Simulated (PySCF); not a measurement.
**Ionisation energy of Hg by level of theory**

Hg [Xe] 4f14 5d10 6s2 (1S) → Hg+ [Xe] 4f14 5d10 6s1 (2S), as a difference of total energies. Computed with PySCF 2.14 in x2c-TZVPPall (11s7p7d3f1g, 97 functions), with the spin-free X2C one-electron Hamiltonian (Gaussian nucleus). Correlated levels: valence: [Xe] 4f14 frozen. The calculations carry no spin-orbit coupling.

Q: Order these methods by the ionisation energy they give, lowest first.
A. SCS-MP2 (valence)
B. UHF
C. CCSD(T) (valence)
D. CCSD (valence)

A: B (8.521 eV), D (10.055 eV), C (10.172 eV), A (10.231 eV).

Errors of the correlated levels include the incompleteness of this basis and the frozen core.

For comparison: 10.438 eV (measured; NIST Atomic Spectra Database, ionization energies).
